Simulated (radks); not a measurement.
Problem. Species: neutral argon. Configuration: [Ne] 3s2 3p5 4p1 (not the ground configuration). Calculated with a radial shooting solver on a logarithmic mesh with Libxc functionals: scalar-relativistic Kohn-Sham, PW91, spin-polarised, spherical densities, finite nucleus; open shells are filled with parallel spins first; Fermi nuclear charge, rms radius 3.4274 fm. Some entries of the table are withheld. Estimate them.

| orbital | occ. | eigenvalue (hartree) | <r^2> (bohr^2) | r(max) (bohr) |
|---|---|---|---|---|
| 1s up | 1 | -115.0655 | 0.009889 | 0.05606 |
| 1s down | 1 | -115.0576 | 0.009888 | 0.05606 |
| 2s up | 1 | -11.26212 | 0.2035 | 0.3385 |
| 2s down | 1 | -11.25495 | 0.2034 | 0.3386 |
| 2p up | 3 | (1) | 0.1762 | 0.2806 |
| 2p down | 3 | (2) | 0.1761 | 0.2807 |
| 3s up | 1 | -1.20271 | 2.161 | 1.163 |
| 3s down | 1 | -1.16042 | 2.177 | 1.164 |
| 3p up | 3 | (3) | 2.846 | 1.259 |
| 3p down | 2 | (4) | 2.908 | 1.262 |
| 4s up | 0 | -0.11016 | 30.50 | 4.497 |
| 4p up | 1 | -0.05615 | 53.24 | (5) |
| 3d up | 0 | -0.02739 | 49.04 | 5.552 |

Solution. 
(1) 2p up eigenvalue (hartree): -8.80361
(2) 2p down eigenvalue (hartree): -8.79356
(3) 3p up eigenvalue (hartree): -0.66680
(4) 3p down eigenvalue (hartree): -0.62723
(5) 4p up r(max) (bohr): 5.945
